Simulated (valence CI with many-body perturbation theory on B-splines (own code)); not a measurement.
The numbers below are computed, except where a source is named.
**La52+: magnetic and hyperfine properties of the levels**

Method: relativistic CI+MBPT: three valence electrons over a frozen Dirac-Fock core [He], radial functions for each j: 11 s, 11 p, 9 d, 7 f, 5 g, 2 h, 1 i, with the one-electron correlation potential Σ1 (screened to all orders), the two-electron term Σ2, the three-electron term Σ3, Breit, model QED; selected single and double excitations, second order for the rest (own B-spline code, finite nucleus).

No measured spectrum was set against this ion. As an estimate, large intervals hold to a few tenths of a per cent, small ones and those within an open d or f shell to about a per cent.

A/g_I is the dipole constant over the nuclear g factor μ/I (μ in nuclear magnetons, uniformly magnetised nucleus), B/Q the quadrupole constant per barn. Both hold the static response of the core; the bare values leave it out. Large factors of s and p1/2 electrons are usually good to 5 to 10 %; those of open d and f shells near neutrality can be off by tens of per cent, and small factors of p3/2, d and f electrons come from cancelling terms and can be off by a factor of two or in sign, in half-filled shells by more. B is blank for J = 1/2, where it vanishes, and for nearly pure S terms. Energies count from the lowest level.

Levels are named by their leading jj configuration (3d3/2^4 stands for four electrons in 3d with j = 3/2), which in mixed levels can hold well under half, so a name can repeat and another be missing. Letters in brackets count levels of one name in rising energy.

| Level | E (× 10³ cm⁻¹) | g | A/g_I (MHz) | A/g_I bare | B/Q (MHz/b) | B/Q bare |
| --- | --- | --- | --- | --- | --- | --- |
| (2s^2 2p1/2) J=1/2 | 0.00 | 0.638 | 2530000 | 2520000 |  |  |
| (2s 2p1/2^2) J=1/2 | 1431.7 | 2.142 | 7630000 | 7540000 |  |  |
| (2s^2 2p3/2) J=3/2 | 3666.3 | 1.313 | 369000 | 378000 | 707000 | 709000 |
| (2s 2p1/2 2p3/2) J=3/2 [a] | 4664.5 | 1.649 | 1950000 | 1940000 | 558000 | 560000 |
| (2s 2p1/2 2p3/2) J=5/2 | 4933.9 | 1.342 | 2280000 | 2260000 | 511000 | 512000 |
| (2s 2p1/2 2p3/2) J=1/2 | 5360.3 | 1.231 | -2630000 | -2570000 |  |  |
| (2s 2p1/2 2p3/2) J=3/2 [b] | 5364.3 | 0.969 | 27100 | 44800 | 424000 | 424000 |
| (2p1/2^2 2p3/2) J=3/2 | 6886.0 | 1.348 | 332000 | 352000 | 661000 | 662000 |
| (2s 2p3/2^2) J=5/2 | 8476.6 | 1.413 | 1870000 | 1860000 | 194000 | 194000 |
| (2s 2p3/2^2) J=1/2 | 9111.4 | 1.894 | 7830000 | 7730000 |  |  |
| (2s 2p3/2^2) J=3/2 | 9119.5 | 1.186 | -1120000 | -1080000 | -138000 | -138000 |
| (2p1/2 2p3/2^2) J=3/2 | 10276 | 1.439 | -85100 | -59400 | 73700 | 73800 |
| (2p1/2 2p3/2^2) J=5/2 | 10441 | 1.178 | 786000 | 796000 | -2750 | -2750 |
| (2p1/2 2p3/2^2) J=1/2 | 10771 | 0.638 | 2540000 | 2520000 |  |  |
| (2p3/2^3) J=3/2 | 14217 | 1.286 | 360000 | 376000 | -733000 | -735000 |
| (2s^2 3s) J=1/2 | 47185 | 1.991 | 2300000 | 2280000 |  |  |
| (2s^2 3p1/2) J=1/2 | 47677 | 0.669 | 749000 | 745000 |  |  |
| (2s 2p1/2 3s) J=1/2 [a] | 48151 | 2.376 | 4410000 | 4360000 |  |  |
| (2s 2p1/2 3s) J=3/2 | 48302 | 1.550 | 4040000 | 4000000 | -83700 | -83800 |
| (2s 2p1/2 3s) J=1/2 [b] | 48487 | 0.732 | 3980000 | 3940000 |  |  |
| (2s 2p1/2 3p1/2) J=1/2 [a] | 48566 | 0.265 | -480000 | -466000 |  |  |
| (2s 2p1/2 3p1/2) J=3/2 | 48734 | 1.113 | 3640000 | 3600000 | -95500 | -95700 |
| (2s^2 3p3/2) J=3/2 | 48780 | 1.339 | 277000 | 278000 | 187000 | 187000 |
| (2s 2p1/2 3p1/2) J=1/2 [b] | 48980 | 1.977 | 7850000 | 7760000 |  |  |
| (2s^2 3d3/2) J=3/2 | 49135 | 0.799 | 123000 | 122000 | 32900 | 33300 |
| (2s^2 3d5/2) J=5/2 | 49431 | 1.193 | 55100 | 54800 | 55900 | 56400 |
| (2s 2p1/2 3p3/2) J=3/2 [a] | 49721 | 1.401 | 404000 | 404000 | 202000 | 202000 |
| (2s 2p1/2 3p3/2) J=1/2 | 49766 | 1.594 | -675000 | -664000 |  |  |
| (2s 2p1/2 3p3/2) J=5/2 | 49913 | 1.334 | 2100000 | 2080000 | 99100 | 99200 |
| (2s 2p1/2 3p3/2) J=3/2 [b] | 49936 | 1.246 | 1170000 | 1160000 | 122000 | 122000 |
| (2s 2p1/2 3d3/2) J=3/2 [a] | 50000 | 0.559 | -689000 | -678000 | 47400 | 47800 |
| (2p1/2^2 3s) J=1/2 | 50123 | 1.707 | -356000 | -347000 |  |  |
| (2s 2p1/2 3d3/2) J=5/2 | 50182 | 1.029 | 1950000 | 1930000 | -44800 | -44600 |
| (2s 2p1/2 3d3/2) J=1/2 | 50210 | 0.516 | -1460000 | -1440000 |  |  |
| (2s 2p1/2 3d3/2) J=3/2 [b] | 50305 | 1.213 | 1980000 | 1960000 | 73400 | 73600 |
| (2s 2p1/2 3d5/2) J=5/2 [a] | 50386 | 1.326 | 639000 | 630000 | 42700 | 43100 |
| (2p1/2^2 3p1/2) J=1/2 | 50444 | 0.549 | -1120000 | -1110000 |  |  |
| (2s 2p1/2 3d5/2) J=7/2 | 50554 | 1.238 | 1500000 | 1480000 | -65500 | -65200 |
| (2s 2p1/2 3d5/2) J=5/2 [b] | 50640 | 1.057 | 169000 | 169000 | 125000 | 125000 |
| (2s 2p1/2 3d5/2) J=3/2 | 50641 | 1.076 | -1810000 | -1790000 | 13600 | 13800 |

Problem. Take the isotope of mass number 139, with I = 7/2, μ = 2.7791 μN and Q = 0.206 b. What is the hyperfine structure of (2s 2p1/2 2p3/2) J=3/2 [a]?

Solution. From the table A = 1550000 MHz, B = 115000 MHz. Shifts from the centre of gravity in MHz: F = 2: -1.04e+07, F = 3: -5830000, F = 4: 334000, F = 5: 8170000.
